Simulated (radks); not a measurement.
Results of a calculation; reference values are marked as such.
The gadolinium ion Gd32+, 32 electrons, occupied as [Ar] 3d10 4s2 4p2 (the NIST ground configuration). Level of theory: non-relativistic Kohn-Sham, LB94 model potential, spin-polarised, spherical densities, point nucleus; open shells are filled with parallel spins first (spin-orbit coupling, left out, can overturn this in heavy ions); relativity is left out, which matters for an element this heavy (a radial shooting solver on a logarithmic mesh with Libxc functionals).

Normalised radial functions P(r) = r R(r), r in bohr:

r          4s down
0.0008839   0.0737
0.001124    0.0923
0.00144     0.1158
0.001831    0.1435
0.002327    0.1764
0.002982    0.2164
0.003791    0.2602
0.004819    0.3080
0.006127    0.3565
0.007851    0.4020
0.009981    0.4325
0.01269     0.4375
0.01626     0.3988
0.02067     0.3014
0.02628     0.1323
0.0334     -0.1062
0.0428     -0.3920
0.05441    -0.6315
0.06917    -0.7207
0.08864    -0.5338
0.1127     -0.0489
0.1433      0.5869
0.1821      1.0264
0.2334      0.8677
0.2967      0.0237
0.3771     -1.0657
0.4833     -1.6827
0.6144     -1.4455
0.781      -0.7707
0.9929     -0.2450
1.272      -0.0393
1.617      -0.0031

4s down: eigenvalue -1337.6 eV, 3 radial nodes at r = 0.0302, 0.115, 0.298 bohr, <r> = 0.514 bohr, 90 % of the charge inside 0.725 bohr.
